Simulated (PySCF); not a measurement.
Vertical excitation energies

Compound: CH₁₂OSi₄.
Z-matrix (Å and degrees, GFN2-xTB geometry), rows numbered from 1:
```
O 
Si  1  1.6271
C   2  1.8992  1  111.52
Si  3  1.9053  2  115.10  1    43.17
Si  4  2.3155  3  110.42  2    62.20
Si  5  2.3156  4  115.56  3    31.47
H   1  0.9526  2  121.84  3    50.57
H   2  1.4577  1  100.95  3   119.46
H   2  1.4682  1  110.01  3  -121.38
H   3  1.0899  2  108.53  1   165.65
H   3  1.0909  2  109.36  1   -79.69
H   4  1.4743  3  107.32  2   -63.82
H   4  1.4750  3  106.92  2  -174.66
H   5  1.4764  4  108.51  3   154.69
H   5  1.4729  4  110.33  3   -93.74
H   6  1.4659  5  114.58  4   152.57
H   6  1.4688  5  111.08  4    33.06
H   6  1.4654  5  112.96  4   -85.83
```

Computed with TDDFT wB97X-D/def2-SVPD, vertical, gas phase, core orbitals frozen in the response (PySCF 2.14.0, density-fitted response routines). GFN2-xTB frequencies show an imaginary mode (27i cm⁻¹), so this geometry is no minimum at that level.

```json
{"state": "S1", "λ (nm)": "183.5", "E (eV)": "6.76", "f": "0.0052", "|μ| (D)": "0.45", "main configurations (H = HOMO, L = LUMO)": "H→L+1 (83%), H→L (8%)"}
{"state": "S2", "λ (nm)": "180.0", "E (eV)": "6.89", "f": "0.192", "|μ| (D)": "2.71", "main configurations (H = HOMO, L = LUMO)": "H→L (74%), H→L+1 (8%)"}
{"state": "S3", "λ (nm)": "170.3", "E (eV)": "7.28", "f": "0.0089", "|μ| (D)": "0.57", "main configurations (H = HOMO, L = LUMO)": "H-1→L (64%), H-1→L+2 (13%)"}
{"state": "S4", "λ (nm)": "168.9", "E (eV)": "7.34", "f": "0.011", "|μ| (D)": "0.63", "main configurations (H = HOMO, L = LUMO)": "H-2→L (67%), H-2→L+1 (9%)"}
{"state": "S5", "λ (nm)": "167.2", "E (eV)": "7.42", "f": "0.021", "|μ| (D)": "0.87", "main configurations (H = HOMO, L = LUMO)": "H-2→L+1 (24%), H-1→L+2 (24%), H-1→L+1 (18%)"}
{"state": "S6", "λ (nm)": "164.2", "E (eV)": "7.55", "f": "0.022", "|μ| (D)": "0.87", "main configurations (H = HOMO, L = LUMO)": "H-1→L+1 (22%), H-1→L+2 (21%), H-1→L (17%)"}
{"state": "S7", "λ (nm)": "160.6", "E (eV)": "7.72", "f": "0.048", "|μ| (D)": "1.29", "main configurations (H = HOMO, L = LUMO)": "H→L+3 (66%)"}
{"state": "S8", "λ (nm)": "159.8", "E (eV)": "7.76", "f": "0.045", "|μ| (D)": "1.24", "main configurations (H = HOMO, L = LUMO)": "H-2→L+1 (32%), H-1→L+1 (31%)"}
```

Triplets, Tamm–Dancoff:

```csv
state,E (eV),λ (nm),"main configurations (H = HOMO, L = LUMO)"
T1,5.97,207.8,H→L (80%)
T2,6.19,200.2,H→L+1 (85%)
T3,6.55,189.4,"H-2→L+1 (43%), H-2→L (19%)"
```

The lowest singlet lies at 6.76 eV (183 nm, vacuum ultraviolet) and is weak; its leading configuration is HOMO→LUMO+1 (83%). The most intense listed level is S2 at 6.89 eV (180 nm, f = 0.192), 0.13 eV above S1. Löwdin shares by element: HOMO silicon 71% or more, carbon 6% (atoms not listed hold the other 23%); LUMO silicon 57% or more, hydrogen 7% or more (atoms not listed hold the other 36%). Weighted by f, the mean energy of these states is 7.21 eV. Of the 8 states listed, 6 reach f = 0.01 and none stays under 0.0005. The oscillator strengths of these states sum to 0.354; summed over the whole spectrum of an exact calculation they would give the number of electrons, 82 (Thomas–Reiche–Kuhn). The window holds the lowest 8 singlets.

On one thread, Intel Xeon Platinum 8259CL at 2.50 GHz (x86_64) (shared host), this took 69 s and 1.1 GiB of memory at its peak.

One conformer stands for the species.
